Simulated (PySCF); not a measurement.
H₅ClO₃Si₂, singlet, geometry from GFN2-xTB, atoms displaced at random by about 0.08 Å a coordinate; DF-R2SCAN/STO-3G, gradient in PySCF.

The PySCF input:
```python
from pyscf import gto, scf, dft

mol = gto.Mole()
mol.atom = '''
    Si    0.89159324   -0.50116279    0.92265232
    Cl    1.09457385    1.25678973    2.03898243
    Si   -0.52487319   -0.21555204   -0.67590980
    O    -0.12546543    1.05435960   -1.86692362
    O    -2.01291326   -0.06055245   -0.41697422
    O    -0.40893856   -1.51116951   -1.90515495
    H     0.22296309   -1.45168851    1.84015483
    H     2.12459064   -1.00637401    0.65180869
    H    -0.41781231    2.06119832   -1.45827059
    H    -2.61359673   -0.99193111   -0.35591720
    H     0.35369204   -1.52015406   -2.48766339
'''
mol.basis = 'sto-3g'
mol.verbose = 3
mol.build()

mf = dft.RKS(mol)
mf.xc = 'r2scan'
mf = mf.density_fit(auxbasis='def2-universal-jkfit')
mf.kernel()
g = mf.nuc_grad_method()
grad = g.kernel()
```

It wrote (shortened):

```
converged SCF energy = -1252.88399985275
--------------- DFRKS gradients ---------------
         x                y                z
0 Si     0.0368915303     0.0072796171    -0.0598081174
1 Cl    -0.0051749321    -0.0122094513    -0.0079697320
2 Si    -0.1353844193     0.0110968216     0.1527727983
3 O     0.0180539873    -0.0502380196    -0.0418154219
4 O     0.1924451151     0.0463121327    -0.0393592175
5 O     0.0770759149     0.0021728504    -0.0701995822
6 H    -0.0101572348    -0.0070061598     0.0050923799
7 H    -0.0490856115     0.0167032800     0.0135317903
8 H    -0.0168001109     0.0665804715     0.0176323153
9 H    -0.0467400925    -0.0639354444     0.0036713171
10 H    -0.0591607452    -0.0187815733     0.0260657189
----------------------------------------------
```
